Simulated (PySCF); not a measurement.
Compound: C₆H₅FO.
Cartesian coordinates in Å at the PBE0-D3(BJ)/def2-TZVP level; atoms count from 1:
```xyz
13
C6H5FO angstrom
O      2.4700   -0.3323   -0.1016
C      1.1274   -0.1699   -0.0455
C      0.3490   -1.3032    0.1646
C     -1.0269   -1.1806    0.2322
C     -1.6517    0.0518    0.0925
C     -0.8496    1.1545   -0.1155
F     -1.4207    2.3572   -0.2555
C      0.5279    1.0761   -0.1869
H      2.8908    0.5190   -0.2502
H      0.8376   -2.2630    0.2718
H     -1.6311   -2.0650    0.3965
H     -2.7264    0.1637    0.1417
H      1.1091    1.9766   -0.3512
```

Computed with PySCF at wB97X-D/pcSseg-2, non-relativistic, on one gas-phase PBE0-D3(BJ)/def2-TZVP geometry that isn't relaxed in the solvent. The solvent is an IEF-PCM continuum (cavity from Bondi-type radii × 1.2). Only the electrostatic response of the medium enters.

Gas phase at wB97X-D/pcSseg-2: HOMO -8.53 eV, LUMO 1.33 eV, dipole 0.81 D.

Task: What does the continuum do to the energy, the frontier levels and the dipole at wB97X-D/pcSseg-2 in chloroform?

Result: 
| solvent | ε | E(solvent) − E(gas) (kcal/mol) | polarisation term (kcal/mol) | distortion of the solute (kcal/mol) | HOMO (eV) | LUMO (eV) | dipole (D) |
| --- | --- | --- | --- | --- | --- | --- | --- |
| chloroform | 4.711 | -4.55 | -4.99 | 0.44 | -8.48 | 1.40 | 1.00 |

Polarisation term: ½ Σ q·V over the induced surface charges. Distortion: the rise of the solute's own energy as its density leaves the gas-phase optimum.

Task: Give the dipole vector in the frame of the coordinates (D, pointing from negative to positive charge), gas and chloroform.

Result: Gas (0.81, -0.05, -0.04), solvent (1.00, 0.03, -0.06). Its length changes by +24 % and its direction by 5°.

Time: 66 s wall; peak memory 1.8 GiB. Hardware: one thread, Intel Xeon 6975P-C (x86_64), no GPU, shared host with 192 logical CPUs at a one-minute load of 90. This is the whole shielding run at wB97X-D/pcSseg-2 in chloroform, SCF included.

The pairwise dispersion term of wB97X-D wasn't added to the energies; at a given geometry it leaves orbitals and properties as they are.
